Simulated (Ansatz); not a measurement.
Born–Oppenheimer molecular dynamics of C2H9BClN (14 atoms, charge 0, multiplicity 1). It starts at the highest image of a converged band, a first-order saddle point between two minima.

All numbers below come from Ansatz, RKS r2SCAN/def2-SVP.

```yaml
ensemble: NVE (velocity Verlet)
time_step: 0.5 fs
steps_asked: 200
starting_velocities_drawn_for: 100 K
seed: 11677
```

First frame:

```xyz
14
Properties=species:S:1:pos:R:3
B 0.029 0.529 -0.215
Cl -0.154 -0.308 2.270
C 1.409 -0.062 -0.660
H 1.363 -1.151 -0.807
H 1.680 0.382 -1.638
H 2.229 0.157 0.042
C -1.362 0.118 -0.801
H -1.448 -0.971 -0.929
H -2.216 0.463 -0.199
H -1.463 0.566 -1.810
N 0.077 1.840 0.561
H 0.955 2.357 0.558
H -0.724 2.465 0.477
H -0.020 1.145 1.584
```

(1) How far do the bonds stretch over the last three quarters of this one trajectory? (Pairs bonded in most of those frames.)

## Answers

(1) 
| bond | mean (Å) | spread (Å) | shortest | longest |
| --- | --- | --- | --- | --- |
| B1–Cl2 | 2.058 | 0.277 | 1.71 | 2.58 |
| B1–C3 | 1.601 | 0.039 | 1.53 | 1.67 |
| B1–C7 | 1.604 | 0.044 | 1.52 | 1.68 |
| B1–N11 | 1.666 | 0.051 | 1.58 | 1.76 |
| C3–H4 | 1.102 | 0.002 | 1.10 | 1.11 |
| C3–H5 | 1.108 | 0.007 | 1.09 | 1.12 |
| C3–H6 | 1.104 | 0.012 | 1.08 | 1.13 |
| C7–H8 | 1.103 | 0.017 | 1.08 | 1.13 |
| C7–H9 | 1.106 | 0.016 | 1.08 | 1.13 |
| C7–H10 | 1.109 | 0.007 | 1.10 | 1.12 |
| N11–H12 | 1.024 | 0.014 | 1.00 | 1.05 |
| N11–H13 | 1.024 | 0.014 | 1.00 | 1.05 |
| N11–H14 | 1.037 | 0.025 | 1.00 | 1.11 |

Pairs bonded in part of these frames only: B1–Cl2 76 %.

Mean temperature of the second half: 366 K. The conserved energy stayed within 0.077 meV per atom of its start (net change 0.033 meV per atom), so the integration is sound. The kinetic energy rose, since the run started high on the potential surface and went downhill. A run of 0.1 ps of so small a system gives no equilibrium averages. The orbitals stay closed-shell, which can raise the energy where a bond breaks towards radicals; this wasn't checked here.

Run time: 6.7 min on 4 threads of Arm Neoverse V2 (shared host), peak memory 0.19 GiB.
